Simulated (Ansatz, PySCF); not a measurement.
Noncovalent pair: SiH4 (SMILES [SiH4]) (first 5 atoms) with C2H2 (SMILES C#C); geometry from B3LYP-D3(BJ)/def2-TZVP.
(charge 0, multiplicity 1):
| atom | x (Å) | y (Å) | z (Å) |
|---|---|---|---|
| Si | 0.2850 | -0.0683 | 0.0513 |
| H | 1.1256 | 1.0035 | 0.6274 |
| H | -1.1437 | 0.2284 | 0.2948 |
| H | 0.6380 | -1.3681 | 0.6624 |
| H | 0.5226 | -0.1390 | -1.4104 |
| C | 0.1955 | -0.1229 | 3.7438 |
| C | -0.9086 | 0.2949 | 3.5474 |
| H | 1.1764 | -0.4941 | 3.9150 |
| H | -1.8885 | 0.6654 | 3.3694 |

Basis-set superposition error: the interaction energy with monomers in their own basis, and in the dimer's basis (counterpoise).

The values were computed with Ansatz (an electronic-structure program) with Gaussian orbitals; PySCF for 6-31G* rows. Each number belongs to the level named beside it.

```tsv
level	uncorrected (kcal/mol)	counterpoise (kcal/mol)	difference
HF/aug-cc-pV(D+d)Z	0.41	0.64	0.23
HF/aug-cc-pV(Q+d)Z	0.61	0.62	0.01
PBE/def2-TZVPPD	-0.43	-0.36	0.07
revPBE/def2-TZVPPD	0.70	0.79	0.09
PBE0/def2-TZVPPD	-0.41	-0.36	0.05
CAM-B3LYP/def2-TZVPPD	-0.17	-0.11	0.06
wB97X-V/def2-TZVPPD	-1.29	-1.23	0.05
B2PLYP/def2-TZVPPD	-0.31	-0.18	0.13
MP2/6-31G*	-1.14	0.01	1.15
CCSD(T)/aug-cc-pV(D+d)Z	-1.64	-0.85	0.79
```

The error is largest for MP2/6-31G* (1.15 kcal/mol) and smallest for HF/aug-cc-pV(Q+d)Z (0.01 kcal/mol).
